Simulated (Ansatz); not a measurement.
Molecule: CdCl2, net charge 0, triplet state. The spin state was set by rule; other spins were not relaxed. 
Coordinates optimised at B3LYP-D3(BJ)/def2-TZVP (Ansatz, a quantum-chemistry and plane-wave program):
```
Cd
Cl 1 2.6037
Cl 1 2.6037 2 63.28
```
Charge 0, spin multiplicity 3.

Problem. Give the harmonic wavenumbers at B3LYP-D3(BJ)/def2-TZVP (Ansatz, finite differences of forces, unscaled).

Solution. 141, 162, 254 cm⁻¹. Zero-point energy 0.8 kcal/mol.

Problem. From these and the geometry, give the ideal-gas thermochemistry at 298.15 K and 1 atm (rigid rotor, harmonic oscillator).

Solution. Point group C2v, rotational symmetry number 2. Rotational constants 3.821, 2.366, 1.461 GHz. S(trans) 41.52, S(rot) 26.21, S(vib) 7.03, S(elec, spin only) 2.18, S 76.9 cal/(mol K). H(298) - H(0) 3.48 kcal/mol; G - E(el) -18.7 kcal/mol.
